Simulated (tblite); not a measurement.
Species: C3H13ClGe2Si.
Atom-mapped SMILES: `[CH3:1][CH2:2][GeH2:3][Si@@H:4]([GeH3:5])[CH2:6][Cl:7]` (hydrogens: H8, H9, H10 on C1; H11, H12 on C2; H13, H14 on Ge3; H15 on Si4; H16, H17, H18 on Ge5; H19, H20 on C6)

Computed with GFN2-xTB (tblite), gas phase: L-BFGS steps from a force-field or distance-geometry start until the largest atomic force falls under 0.01 eV/Å.

The end geometry, which sets the zero of energy:
```
atom  x, y, z in Å
C1      2.3322   -1.2027    0.0605
C2      1.6670   -0.5614    1.2705
Ge3     0.8405    1.1886    0.8272
Si4    -0.8468    1.0461   -0.8048
Ge5    -1.3118   -1.1492   -1.4847
C6     -2.4509    1.5285    0.1169
Cl7    -2.6245    0.2109    1.3040
H8      2.7857   -2.1569    0.3247
H9      1.6022   -1.3842   -0.7314
H10     3.1096   -0.5525   -0.3389
H11     0.8987   -1.2293    1.6646
H12     2.4031   -0.4239    2.0651
H13     0.3641    1.8278    2.1115
H14     1.9716    2.0997    0.4012
H15    -0.6717    1.9791   -1.9286
H16    -0.5579   -1.6110   -2.7013
H17    -1.0261   -2.2200   -0.4762
H18    -2.7484   -1.3708   -1.8527
H19    -2.3964    2.4624    0.6700
H20    -3.3453    1.5295   -0.5006
```

**Question.** These geometries come from the run, each turned onto the end geometry. Order them by energy, lowest first.
A.
```
atom  x, y, z in Å
C1      2.6692   -0.7456   -0.2162
C2      1.9756   -0.6872    1.1382
Ge3     0.6142    0.7564    1.1968
Si4    -0.7961    0.7324   -0.6870
Ge5    -1.7544   -1.3663   -1.0952
C6     -2.3038    1.8311   -0.2635
Cl7    -3.2688    0.8327    0.8531
H8      3.4546   -1.4991   -0.2244
H9      1.9526   -0.9868   -1.0024
H10     3.1244    0.2137   -0.4557
H11     1.4960   -1.6463    1.3423
H12     2.7129   -0.5277    1.9274
H13    -0.0984    0.6827    2.5256
H14     1.3665    2.0659    1.2993
H15    -0.1485    1.3232   -1.8702
H16    -0.9635   -2.2631   -2.0071
H17    -1.9422   -2.2057    0.1298
H18    -3.1066   -1.3147   -1.7340
H19    -2.0536    2.7518    0.2572
H20    -2.9352    2.0632   -1.1168
```
B.
```
atom  x, y, z in Å
C1      2.2896   -1.2141    0.0510
C2      1.6981   -0.5453    1.2835
Ge3     0.8393    1.1926    0.8512
Si4    -0.8346    1.0349   -0.7926
Ge5    -1.3006   -1.1486   -1.4952
C6     -2.4459    1.5222    0.1113
Cl7    -2.6338    0.2157    1.3103
H8      2.7728   -2.1535    0.3145
H9      1.5108   -1.4274   -0.6848
H10     3.0318   -0.5714   -0.4210
H11     0.9585   -1.2080    1.7380
H12     2.4811   -0.3853    2.0277
H13     0.3503    1.8107    2.1378
H14     1.9503    2.1344    0.4372
H15    -0.6477    1.9581   -1.9236
H16    -0.5093   -1.5997   -2.6929
H17    -1.0578   -2.2296   -0.4889
H18    -2.7274   -1.3506   -1.9097
H19    -2.3956    2.4610    0.6564
H20    -3.3351    1.5144   -0.5131
```
C.
```
atom  x, y, z in Å
C1      2.6880   -0.5873   -0.3216
C2      1.8871   -0.7879    0.9636
Ge3     0.5776    0.6577    1.2176
Si4    -0.8543    0.7093   -0.6185
Ge5    -1.7112   -1.4148   -0.9217
C6     -2.2979    1.8917   -0.2612
Cl7    -3.1237    1.2994    1.1990
H8      3.4270   -1.3811   -0.4540
H9      2.0301   -0.5897   -1.1967
H10     3.2161    0.3691   -0.2962
H11     1.3474   -1.7374    0.9114
H12     2.5688   -0.8703    1.8122
H13    -0.1164    0.4655    2.5506
H14     1.3230    1.9609    1.3813
H15    -0.2008    1.1948   -1.8342
H16    -0.6582   -2.4249   -1.2290
H17    -2.4231   -2.0133    0.2419
H18    -2.6668   -1.5600   -2.0600
H19    -1.9713    2.9034   -0.0410
H20    -3.0465    1.9255   -1.0465
```
D.
```
atom  x, y, z in Å
C1      2.3329   -1.1643   -0.0236
C2      1.7619   -0.5853    1.2630
Ge3     0.7887    1.1188    0.9516
Si4    -0.8141    1.0052   -0.7692
Ge5    -1.3449   -1.1842   -1.4128
C6     -2.4527    1.6040    0.0122
Cl7    -2.7614    0.3637    1.2535
H8      2.9158   -2.0616    0.1769
H9      1.5311   -1.4317   -0.7153
H10     2.9783   -0.4407   -0.5197
H11     1.0891   -1.3104    1.7248
H12     2.5705   -0.4058    1.9741
H13     0.2363    1.5934    2.2742
H14     1.8411    2.1614    0.6372
H15    -0.5053    1.8867   -1.9058
H16    -0.5743   -1.7082   -2.5931
H17    -1.1167   -2.2337   -0.3680
H18    -2.7782   -1.3604   -1.8121
H19    -2.4013    2.5660    0.5143
H20    -3.3018    1.5978   -0.6652
```
E.
```
atom  x, y, z in Å
C1      2.4063   -1.0120   -0.1416
C2      1.8002   -0.6459    1.2089
Ge3     0.7464    1.0311    1.0785
Si4    -0.7650    0.9160   -0.7229
Ge5    -1.4319   -1.2706   -1.2367
C6     -2.4018    1.6982   -0.1118
Cl7    -2.9893    0.5328    1.1021
H8      3.0639   -1.8782   -0.0636
H9      1.6227   -1.2478   -0.8665
H10     2.9888   -0.1758   -0.5321
H11     1.1589   -1.4579    1.5592
H12     2.5934   -0.5312    1.9483
H13     0.0960    1.3230    2.4113
H14     1.7270    2.1854    0.9470
H15    -0.3342    1.6811   -1.9064
H16    -0.7073   -1.8998   -2.3984
H17    -1.2410   -2.2769   -0.1432
H18    -2.8793   -1.3932   -1.6219
H19    -2.2986    2.6657    0.3737
H20    -3.1603    1.7667   -0.8871
```

**Answer.** B (0.003 eV), D (0.006 eV), E (0.018 eV), A (0.033 eV), C (0.091 eV).

In the order of the answer:

```csv
step,E above end (eV),largest force (eV/Å),rms force component (eV/Å),rms distance from end (Å),rms bond change (Å),bond most changed (Å)
225,0.003,0.03,0.013,0.056,0.001,Si4–Ge5 -0.004
208,0.006,0.03,0.009,0.179,0.001,Ge3–Si4 +0.003
182,0.018,0.10,0.033,0.401,0.002,Ge3–H14 +0.007
105,0.033,0.04,0.010,0.799,0.001,Ge5–H18 -0.003
8,0.091,0.36,0.096,1.000,0.012,Si4–Ge5 -0.034
```

What follows is the cost of the whole relaxation. The run took 5.0 s wall on one thread of an Arm Neoverse N1, shared host with 64 logical CPUs at a one-minute load of 61.
